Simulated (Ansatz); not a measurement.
InCl (SMILES [Cl][In]): methods side by side

InCl: 2 atoms, total charge 0, spin state singlet. As SMILES, `[Cl][In]`. Geometry: a GFN2-xTB relaxation, a rough one for these elements and not checked as a minimum.

| atom | x (Å) | y (Å) | z (Å) |
| --- | --- | --- | --- |
| Cl | 0.0000 | 0.0000 | 0.0000 |
| In | 0.0000 | 0.0000 | 2.3857 |

Quantity: the energy change with the Cl1–In2 bond stretched from 2.386 to 3.579 Å, in eV. The values are calculated.

```json
{"level": "HF/STO-3G (restricted)", "kind": "Hartree–Fock", "program": "Ansatz", "value (eV)": "3.48", "less FCI/STO-3G": "+0.07", "CPU time (all runs)": "0.82 s"}
{"level": "revPBE/STO-3G (restricted)", "kind": "GGA", "program": "Ansatz", "value (eV)": "3.08", "less FCI/STO-3G": "-0.33", "CPU time (all runs)": "2.7 s"}
{"level": "r2SCAN/STO-3G (restricted)", "kind": "meta-GGA", "program": "Ansatz", "value (eV)": "3.31", "less FCI/STO-3G": "-0.10", "CPU time (all runs)": "7 s"}
{"level": "PBE0/STO-3G (restricted)", "kind": "global hybrid", "program": "Ansatz", "value (eV)": "3.37", "less FCI/STO-3G": "-0.04", "CPU time (all runs)": "2.9 s"}
{"level": "wB97X/STO-3G (restricted)", "kind": "range-separated hybrid", "program": "Ansatz", "value (eV)": "3.58", "less FCI/STO-3G": "+0.17", "CPU time (all runs)": "10 s"}
{"level": "B2PLYP/STO-3G (restricted)", "kind": "double hybrid", "program": "Ansatz", "value (eV)": "3.35", "less FCI/STO-3G": "-0.06", "CPU time (all runs)": "4 s"}
{"level": "BCCD(T)/STO-3G (restricted)", "kind": "coupled cluster or CI", "program": "Ansatz", "value (eV)": "3.41", "less FCI/STO-3G": "0.00", "CPU time (all runs)": "1.2 s"}
{"level": "CCSDT(Q)/STO-3G (restricted)", "kind": "coupled cluster or CI", "program": "Ansatz", "value (eV)": "3.41", "less FCI/STO-3G": "0.00", "CPU time (all runs)": "2 s"}
{"level": "CCSDT/STO-3G (restricted)", "kind": "coupled cluster or CI", "program": "Ansatz", "value (eV)": "3.41", "less FCI/STO-3G": "0.00", "CPU time (all runs)": "1.5 s"}
{"level": "FCI/STO-3G", "kind": "exact in the basis", "program": "Ansatz", "value (eV)": "3.41", "less FCI/STO-3G": "0.00", "CPU time (all runs)": "1.8 s"}
```

FCI/STO-3G is exact within its basis and frozen core, so for wave-function methods in that basis the difference is their error; functionals converge differently with the basis, so for them it is only a difference. All-electron rows without a relativistic Hamiltonian named are non-relativistic. The first shape isn't each level's own minimum. The values span 3.08 to 3.58 eV. All rows use very small basis sets, so none should be taken for the real molecule's value. In the correlated wave-function rows the outer d shell of In is correlated, in sets not made for it. In so small a basis fixed costs decide the times, and correlated methods can beat functionals. CPU times are rough (shared hosts, several kinds of processor and program).
